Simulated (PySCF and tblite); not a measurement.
Values are calculated unless marked as measured or tabulated.
# Barrier and rate of a ring inversion

System: C₅H₁₂OSi, numbered as in [CH3:1][O:2][C@H:3]1[CH2:4][CH2:5][SiH2:6][CH2:7]1.

Motion: inversion of the 5-membered ring (3–4–5–6–7). Level: PBE0/pcSseg-1 + D3(BJ) on GFN2-xTB stationary points, with GFN2-xTB thermal terms. Rate constants are transition-state-theory values, counting equivalent paths, without tunnelling. Run with tblite and PySCF.

```json
{"point": "start (envelope)", "symmetry": "C1", "E(GFN2) kcal/mol": "0.0", "E(DFT) kcal/mol": "0.0", "ZPE change kcal/mol": "0.00", "lowest mode cm⁻¹": "51", "dipole D": "1.63"}
{"point": "saddle (envelope)", "symmetry": "C1", "E(GFN2) kcal/mol": "3.7", "E(DFT) kcal/mol": "5.4", "ZPE change kcal/mol": "-0.15", "lowest mode cm⁻¹": "61i", "dipole D": "1.48"}
{"point": "end (twist)", "symmetry": "C1", "E(GFN2) kcal/mol": "0.4", "E(DFT) kcal/mol": "1.6", "ZPE change kcal/mol": "-0.09", "lowest mode cm⁻¹": "68", "dipole D": "1.35"}
```

| Quantity | Value |
| --- | --- |
| Electronic barrier | 5.5 kcal/mol |
| Barrier with zero-point energy | 5.3 kcal/mol |
| ΔH‡ (298 K) | 4.8 kcal/mol |
| ΔS‡ (298 K, symmetry apart) | -2.9 cal/(mol K) |
| Paths | 1 equivalent path |
| End point | a different minimum |
| Mean lifetime of the start against this motion at 298 K | 2.4 ns |
| Cost | 71 s on 1 thread of Intel Xeon 6975P-C, on a host shared with other jobs (rough), peak memory 0.85 GiB, launched as `OMP_NUM_THREADS=1 python ens_run.py task.json out` |

| T/K | ΔG‡ kcal/mol | k s⁻¹ | ΔG kcal/mol | k back s⁻¹ |
| --- | --- | --- | --- | --- |
| 150 | 5.5 | 3.5×10⁴ | 1.5 | 5.2×10⁶ |
| 200 | 5.5 | 3.7×10⁶ | 1.5 | 1.5×10⁸ |
| 250 | 5.6 | 6.4×10⁷ | 1.4 | 1.2×10⁹ |
| 298 | 5.7 | 4.1×10⁸ | 1.4 | 4.4×10⁹ |
| 350 | 5.8 | 1.7×10⁹ | 1.4 | 1.2×10¹⁰ |
| 400 | 5.9 | 4.9×10⁹ | 1.3 | 2.6×10¹⁰ |
| 500 | 6.1 | 2.2×10¹⁰ | 1.2 | 7.5×10¹⁰ |

ΔG and ΔG‡ leave out symmetry numbers and mirror images; rates count paths: 1 out, 1 back.
